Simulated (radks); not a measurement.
Values are calculated unless marked as measured or tabulated.
Problem. Ionisation of In, [Kr] 4d10 5s2 5p1, to In+, [Kr] 4d10 5s2, under several functionals. Dirac Kohn-Sham, spin-unpolarised, spherical densities, point nucleus; open shells fill j = l - 1/2 first; a radial shooting solver on a logarithmic mesh with Libxc functionals. Known Delta-SCF values: RPBE 5.491 eV; PBE 5.572 eV; exchange-only B88 4.951 eV. What does XLYP give, and what is its highest occupied eigenvalue?

Solution. 5.602 eV by Delta-SCF; the 5p1/2 eigenvalue is -2.616 eV. NIST: 5.786 eV (measured).

Beside tabulated values, note that spin-unpolarised runs miss the spin-polarisation part of the exchange energy of open shells.
